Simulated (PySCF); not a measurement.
## Basis-set dependence of GaI at r²SCAN

PySCF, UKS reference; singlet, unpaired electrons none; De to Ga + I without counterpoise correction.

```tsv
basis	relativity	functions	Re (Å)	ωe (cm⁻¹)	De (eV)	μ (D)
cc-pVDZ-PP	scalar-relativistic core potentials	46	2.606	217	3.82	-2.53
def2-SVP	scalar-relativistic core potentials	58	2.583	222	3.87	-2.23
x2c-TZVPPall	spin-free X2C	108	2.578	219	3.88	-2.28
```

**Question.** How does each smaller set differ from the one with most functions, x2c-TZVPPall?

**Answer.** cc-pVDZ-PP: +2.8 pm, -0.9 % in ωe, -0.06 eV in De; def2-SVP: +0.5 pm, +1.4 % in ωe, -0.01 eV in De. All at r²SCAN; the set with most functions is neither the basis-set limit nor always the best. The rows treat relativity differently, so the differences are not basis effects alone.

A positive dipole means Ga(−)I(+). These are scalar-relativistic numbers at best; spin–orbit coupling would shift them, the dissociation energy most.
